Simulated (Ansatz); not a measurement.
Reaction (ligand exchange at the Si–O bond): `O[SiH2]O[SiH](O)O` + HI → `O[SiH2]I` + `O[SiH](O)O`

Program: Ansatz. Geometries: PBE0-D4/def2-TZVP. ΔE: electronic, gas phase. CCSD(T)/CBS is the MP2 limit (def2-TZVPP, def2-QZVPP) plus CCSD(T) − MP2 in def2-TZVPP, frozen cores. DFT in def2-TZVPP. def2 core potentials past Kr. For I outer-core shells are correlated without core-valence functions, which leaves a few kJ/mol of doubt a bond. One conformer a species, not always the lowest.

(1) Is it downhill or uphill in electronic energy at CCSD(T)/CBS, and by how much? (Estimate.)

(2) What do these levels give: PBE-D4, r2SCAN-D4, ωB97X-V, PBE, CCSD/def2-TZVPP, HF/def2-QZVPP? (Estimate.)

Largest T1 diagnostic among the species: 0.012.

Results:

(1) The calculation gave: Uphill: ΔE = +37.7 kJ/mol.

(2) The calculation gave: PBE-D4 25.3, r2SCAN-D4 36.1, ωB97X-V 40.0, PBE 21.9, CCSD/def2-TZVPP 46.9, HF/def2-QZVPP 49.1 kJ/mol.

The D4 term adds +5.0 kJ/mol with B3LYP and +3.1 kJ/mol with PBE0; it sums over pairs of atoms, weighted by their polarisabilities, and B3LYP, whose exchange is more repulsive, gets the larger term. From PBE to PBE0 (25 % exact exchange), in def2-TZVPP and without D4, ΔE moves by +4.2 kJ/mol.

B3LYP here is the variant with VWN-RPA as its local correlation; programs differ in this.
